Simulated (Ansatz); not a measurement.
The cluster Ta₂O₇H₄. Total charge 0; singlet. Geometry PBE-D4/def2-SVP; atoms count from 1.

```xyz
13

Ta   -1.224   -0.495   -1.642
Ta    0.796    0.467    1.267
O    -1.182    1.364    0.787
O     0.829   -0.292    2.825
O    -2.882   -0.711   -1.236
O     0.193   -1.038    0.037
O     2.598    0.885    0.812
O    -0.663    1.216   -0.657
O    -0.256    2.191    1.461
H     3.451    0.755    1.261
H    -0.765   -2.235   -1.738
H    -1.185   -0.114   -3.402
H     0.290   -1.992    0.224
```

In the def2 sets Ta takes a core potential; there is no spin–orbit coupling. The structure holds 2 bonds between oxygen atoms, so isomers without such links may lie far lower. The restricted singlet is unstable towards broken spin symmetry in Hartree–Fock (as tested in another run); at PBE0-D4/def2-TZVP this wasn't settled. No other spin state of charge 0 was run. Another isomer (singlet) lies 4.39 eV lower at PBE0-D4/def2-TZVP; other spin states weren't run for this one.

Q: Estimate the Mulliken populations from the PBE0/def2-TZVP orbitals of Ansatz.

A: 
| atom | charge (e) | d electrons |
| --- | --- | --- |
| Ta1 | 1.09 | 2.67 |
| Ta2 | 1.50 | 2.56 |
| O3 | 0.01 | – |
| O4 | -0.48 | – |
| O5 | -0.46 | – |
| O6 | -0.74 | – |
| O7 | -0.65 | – |
| O8 | -0.45 | – |
| O9 | -0.29 | – |
| H10 | 0.36 | – |
| H11 | -0.16 | – |
| H12 | -0.12 | – |
| H13 | 0.39 | – |
Mulliken values and Mayer orders depend strongly on the basis.

Q: And the Mayer bond orders between bonded heavy atoms (over 0.3)?

A: Ta1–O5 2.27 (1.72 Å); Ta1–O6 0.35 (2.26 Å); Ta1–O8 0.70 (2.05 Å); Ta2–O3 0.35 (2.22 Å); Ta2–O4 2.20 (1.73 Å); Ta2–O6 0.68 (2.03 Å); Ta2–O7 1.12 (1.90 Å); Ta2–O9 0.82 (2.03 Å); O3–O8 0.80 (1.54 Å); O3–O9 0.92 (1.41 Å).
